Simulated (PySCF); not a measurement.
# Small edits and their spectra

Starting compound: SMILES COC/C(C)=C\CF, C$_{6}$H$_{11}$FO.

¹H NMR (500 MHz, computed): δ 6.00 (m, 1H), 5.19 (m, 2H), 4.30 (s, 2H), 3.33 (s, 3H), 1.94 (s, 3H). ¹³C{¹H} NMR (computed): δ 156.0 (C), 130.2 (CH), 81.0 (CH2), 73.4 (CH2), 58.4 (CH3), 23.1 (CH3).

PySCF calculation with shielding tensors at PBE0/pcSseg-1 (GIAO) and geometry from GFN2-xTB; rapidly exchanging positions averaged, no relativistic terms, gas phase, a single conformation.

References, each an isolated molecule treated in the same way: ¹H, ¹³C against TMS. Splittings of carbon signals by F and P are missing where no couplings were computed. Where no couplings were computed, multiplicities follow the n + 1 count of equivalent neighbours, and m marks all less simple cases (inequivalent or close neighbours, rings, F or P nearby). Shifts are as computed. Against solution values, carbons near 30 ppm lie about +3 ppm off and those near 130 ppm about +5 ppm. Of 1309 compounds with measured shifts, 239 miss one by over three times the rms of a fit or turn the order of signals round; such compounds aren't used in these exercises.

Product 1. ¹H NMR (500 MHz, computed): δ 5.86 (m, 1H), 5.19 (m, 2H), 3.98 (s, 2H), 3.63 (s, 3H), 1.92 (s, 3H). ¹³C{¹H} NMR (computed): δ 164.4 (C), 127.4 (CH), 79.2 (CH2), 60.0 (CH3), 25.8 (CH3).

Product 2. ¹H NMR (500 MHz, computed): δ 6.89 (m, 1H), 5.47 (m, 2H), 4.92 (s, 2H), 3.89 (s, 3H), 1.49 (s, 3H). ¹³C{¹H} NMR (computed): δ 153.8 (CH), 133.9 (C), 86.8 (CH2), 53.3 (CH3), 14.4 (CH3).

Product 3. ¹H NMR (500 MHz, computed): δ 5.36 (m, 2H), 4.79 (m, 1H), 3.89 (s, 2H), 3.67 (s, 3H), 3.43 (s, 3H). ¹³C{¹H} NMR (computed): δ 162.3 (C), 104.9 (CH), 84.6 (CH2), 77.1 (CH2), 60.5 (CH3), 56.0 (CH3).

Product 4. ¹H NMR (500 MHz, computed): δ 5.86 (m, 1H), 5.19 (m, 2H), 5.06 (q, 2H), 4.54 (s, 2H), 2.07 (s, 3H), 0.24 (t, 3H). ¹³C{¹H} NMR (computed): δ 157.6 (C), 126.6 (CH), 80.5 (CH2), 66.6 (CH2), 23.1 (CH3), -2.6 (CH3).

Q: Each product comes from one edit: O inserted into a C-C bond (`COC/C(=C\CF)OC`); C replaced by Si (`COC/C(C)=C\[SiH2]F`); C replaced by Si (`CO[SiH2]/C(C)=C/CF`); SiH2 inserted into a C-O bond (`C[SiH2]OC/C(C)=C\CF`). Which is which?

A: 
- Product 1: C replaced by Si, COC/C(C)=C\[SiH2]F. δC 79.2: allylic sp3 CH2 bonded to O; deshielded by the electronegative neighbour. δH 3.63: hydrogen on a methyl carbon bonded to O; its carbon carries O, which withdraws density.
- Product 2: C replaced by Si, CO[SiH2]/C(C)=C/CF. δC 86.8: allylic sp3 CH2 bonded to F; the inductive effect lowers its shielding. δC 53.3: methyl carbon bonded to O; deshielded by the electronegative neighbour.
- Product 3: O inserted into a C-C bond, COC/C(=C\CF)OC. δC 77.1: allylic sp3 CH2 bonded to O; deshielded by the electronegative neighbour. δC 60.5, 56.0: methyl carbon bonded to O; pulled downfield by the heteroatom.
- Product 4: SiH2 inserted into a C-O bond, C[SiH2]OC/C(C)=C\CF. δC 80.5: allylic sp3 CH2 bonded to F; the inductive effect lowers its shielding. δC 66.6: allylic sp3 CH2 bonded to O; deshielded by the electronegative neighbour.
